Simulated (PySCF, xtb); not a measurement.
InFBr2, SMILES [F][In]([Br])[Br].

Harmonic wavenumbers (cm⁻¹) from GFN2-xTB run with xtb at its own minimum, in rising order: 45, 70, 86, 189, 267, 347.

What does PySCF with B3LYP-D3(BJ)/def2-SVP give at its own minimum? (The exact figures need the calculation; the answer reports its results.)

61, 98, 117, 227, 288, 615. Paired by order, the mean absolute difference is 67 cm⁻¹ and the zero-point energies are 1.4 and 2.0 kcal/mol.
